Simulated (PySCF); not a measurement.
## Pb(OH)4 at several levels of theory

Computed with PySCF 2.14.0 (density fitting, no spin-orbit coupling) at the geometry relaxed with r2SCAN:

```xyz
9
Pb(OH)4 (singlet)
Pb    0.0451    0.4003    0.0010
O     0.0258   -1.1093    1.4542
H    -0.5489   -0.7902    2.1703
O     0.3008   -0.5968   -1.8231
H    -0.0158   -1.5058   -1.6880
O     1.5700    1.8356    0.0587
H     2.2840    1.5007   -0.5094
O    -1.7234    1.4839    0.2973
H    -1.5254    2.3997    0.0390
```

```
    level                                              basis    state  HOMO (eV)  gap (eV)  charge on Pb1 (e)  dipole about the centre of mass (D)  largest force component (eV/Å)
   r2SCAN     Pb def2-SVP with ECP60, O def2-SVP, H def2-SVP  singlet      -7.34      3.33               1.04                                 0.08                            0.01
    wB97X                                           the same  singlet     -11.01      9.81               1.09                                 0.09                            0.58
CAM-B3LYP                                           the same  singlet      -9.99      7.75               1.04                                 0.09                            0.51
       HF                                           the same  singlet     -12.67     12.95               1.58                                 0.10                            1.54
     BP86                                           the same  singlet      -6.95      2.84               0.88                                 0.08                            0.45
   r2SCAN  Pb def2-TZVP with ECP60, O def2-TZVP, H def2-TZVP  singlet      -7.68      3.33               1.24                                 0.08                            0.42
```

Charges are Mulliken's, which hang on the basis. The relaxation used the grid (50, 194), these runs (75, 302) or, all-electron (x2c bases, spin-free X2C Hamiltonian), (99, 590).

**Question.** What does r2SCAN with Pb x2c-SVPall, O x2c-SVPall, H x2c-SVPall give here?

**Answer.** state singlet, HOMO (eV) -7.32, gap (eV) 3.27, charge on Pb1 (e) 1.11, dipole about the centre of mass (D) 0.08, largest force component (eV/Å) 0.25. Time: 58 s on 2 threads of Arm Neoverse V1, with other jobs on the host, from free ions and atoms.

In the first row's basis the gap widens with exact exchange: 2.8 to 3.3 eV for BP86, r2SCAN (none); 7.8 to 12.9 eV for CAM-B3LYP, wB97X, Hartree–Fock (rising or full at long range).

No frequency check is given that shows the relaxed geometry to be a minimum.
